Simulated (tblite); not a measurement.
Parent: `[CH:1]1=[CH:2][P:3]2[CH:4]=[CH:5][CH:6]1[CH:7]=[CH:8]2`, C7H7P.

Computed geometry: GFN2-xTB, gas phase. One conformer each, not checked by frequencies here.

| coordinate of the parent | value |
| --- | --- |
| C1=C2 | 1.322 Å |
| C2–P3 | 1.841 Å |
| P3–C4 | 1.841 Å |
| C4=C5 | 1.322 Å |
| C5–C6 | 1.511 Å |
| C6–C7 | 1.511 Å |
| C7=C8 | 1.322 Å |
| C1–C6 | 1.511 Å |
| P3–C8 | 1.841 Å |
| C2–C1–C6 | 117.9° |
| C1–C2–P3 | 117.4° |
| C2–P3–C4 | 92.6° |
| C2–P3–C8 | 92.7° |
| C4–P3–C8 | 92.6° |
| P3–C4–C5 | 117.4° |
| C4–C5–C6 | 118.0° |
| C5–C6–C7 | 106.8° |
| C1–C6–C5 | 106.8° |
| C1–C6–C7 | 106.8° |
| C6–C7–C8 | 118.0° |
| P3–C8–C7 | 117.4° |

Problem. How does the shared frame change in `[CH2:1]=[P@@:2]12[CH:3]=[CH:4][C@@H:5]([CH:6]=[CH:7]1)[CH:8]=[CH:9]2`, C8H9P? Atoms pair as C1 = C4, C2 = C3, P3 = P2, C4 = C7, C5 = C6, C6 = C5, C7 = C8, C8 = C9 (parent first).

Solution. 
```
  parent  relative  value in the relative  change
   C1=C2     C4=C3                1.324 Å  +0.002
   C2–P3     C3–P2                1.806 Å  -0.035
   P3–C4     P2–C7                1.806 Å  -0.035
   C4=C5     C7=C6                1.324 Å  +0.002
   C5–C6     C6–C5                1.514 Å  +0.003
   C6–C7     C5–C8                1.511 Å   0.000
   C7=C8     C8=C9                1.323 Å  +0.001
   C1–C6     C4–C5                1.514 Å  +0.003
   P3–C8     P2–C9                1.867 Å  +0.026
C2–C1–C6  C3–C4–C5                 118.3°    +0.4
C1–C2–P3  C4–C3–P2                 114.6°    -2.8
C2–P3–C4  C3–P2–C7                  97.4°    +4.8
C2–P3–C8  C3–P2–C9                  94.8°    +2.1
C4–P3–C8  C7–P2–C9                  94.8°    +2.2
P3–C4–C5  P2–C7–C6                 114.6°    -2.8
C4–C5–C6  C7–C6–C5                 118.3°    +0.3
C5–C6–C7  C6–C5–C8                 107.6°    +0.8
C1–C6–C5  C4–C5–C6                 107.4°    +0.6
C1–C6–C7  C4–C5–C8                 107.6°    +0.8
C6–C7–C8  C5–C8–C9                 117.4°    -0.6
P3–C8–C7  P2–C9–C8                 114.4°    -3.0
```

Of the parent's bonds, C2–P3 and P3–C4 change most and about equally (-0.035 Å). Bonds of the relative outside the shared frame: C1=P2 1.700 Å. Point group C3v → Cs.

Problem. How does the shared frame change in `[CH3:1][P@+:2]12[CH:3]=[CH:4][C@H:5]([CH:6]=[CH:7]1)[CH:8]=[CH:9]2` (charge +1), [C8H10P]+? Atoms pair as C1 = C4, C2 = C3, P3 = P2, C4 = C7, C5 = C6, C6 = C5, C7 = C8, C8 = C9 (parent first).

Solution. 
| parent | relative | value in the relative | change |
| --- | --- | --- | --- |
| C1=C2 | C4=C3 | 1.328 Å | +0.006 |
| C2–P3 | C3–P2 | 1.797 Å | -0.044 |
| P3–C4 | P2–C7 | 1.797 Å | -0.044 |
| C4=C5 | C7=C6 | 1.328 Å | +0.006 |
| C5–C6 | C6–C5 | 1.516 Å | +0.005 |
| C6–C7 | C5–C8 | 1.516 Å | +0.005 |
| C7=C8 | C8=C9 | 1.328 Å | +0.006 |
| C1–C6 | C4–C5 | 1.516 Å | +0.005 |
| P3–C8 | P2–C9 | 1.797 Å | -0.044 |
| C2–C1–C6 | C3–C4–C5 | 118.7° | +0.8 |
| C1–C2–P3 | C4–C3–P2 | 110.6° | -6.8 |
| C2–P3–C4 | C3–P2–C7 | 99.7° | +7.1 |
| C2–P3–C8 | C3–P2–C9 | 99.7° | +7.0 |
| C4–P3–C8 | C7–P2–C9 | 99.7° | +7.1 |
| P3–C4–C5 | P2–C7–C6 | 110.6° | -6.8 |
| C4–C5–C6 | C7–C6–C5 | 118.7° | +0.7 |
| C5–C6–C7 | C6–C5–C8 | 107.6° | +0.8 |
| C1–C6–C5 | C4–C5–C6 | 107.7° | +0.9 |
| C1–C6–C7 | C4–C5–C8 | 107.6° | +0.8 |
| C6–C7–C8 | C5–C8–C9 | 118.7° | +0.7 |
| P3–C8–C7 | P2–C9–C8 | 110.5° | -6.9 |

Of the parent's bonds, C2–P3, P3–C4 and P3–C8 change most and about equally (-0.044 Å). Bonds of the relative outside the shared frame: C1–P2 1.798 Å. Point group C3v → C3v.

Problem. How does the shared frame change in `[CH:1]1=[CH:2][P@H+:3]2[CH:4]=[CH:5][C@@H:6]1[CH:7]=[CH:8]2` (charge +1), [C7H8P]+? Atoms pair as C1 = C1, C2 = C2, P3 = P3, C4 = C4, C5 = C5, C6 = C6, C7 = C7, C8 = C8 (parent first).

Solution. 
| parent | relative | value in the relative | change |
| --- | --- | --- | --- |
| C1=C2 | C1=C2 | 1.329 Å | +0.007 |
| C2–P3 | C2–P3 | 1.794 Å | -0.047 |
| P3–C4 | P3–C4 | 1.794 Å | -0.047 |
| C4=C5 | C4=C5 | 1.329 Å | +0.007 |
| C5–C6 | C5–C6 | 1.517 Å | +0.006 |
| C6–C7 | C6–C7 | 1.517 Å | +0.006 |
| C7=C8 | C7=C8 | 1.329 Å | +0.007 |
| C1–C6 | C1–C6 | 1.517 Å | +0.006 |
| P3–C8 | P3–C8 | 1.794 Å | -0.047 |
| C2–C1–C6 | C2–C1–C6 | 119.0° | +1.1 |
| C1–C2–P3 | C1–C2–P3 | 109.9° | -7.5 |
| C2–P3–C4 | C2–P3–C4 | 100.3° | +7.7 |
| C2–P3–C8 | C2–P3–C8 | 100.3° | +7.6 |
| C4–P3–C8 | C4–P3–C8 | 100.3° | +7.7 |
| P3–C4–C5 | P3–C4–C5 | 109.9° | -7.5 |
| C4–C5–C6 | C4–C5–C6 | 119.0° | +1.0 |
| C5–C6–C7 | C5–C6–C7 | 107.6° | +0.8 |
| C1–C6–C5 | C1–C6–C5 | 107.6° | +0.8 |
| C1–C6–C7 | C1–C6–C7 | 107.6° | +0.8 |
| C6–C7–C8 | C6–C7–C8 | 118.9° | +0.9 |
| P3–C8–C7 | P3–C8–C7 | 109.9° | -7.5 |

Of the parent's bonds, C2–P3, P3–C4 and P3–C8 change most and about equally (-0.047 Å). Point group C3v → C3v.
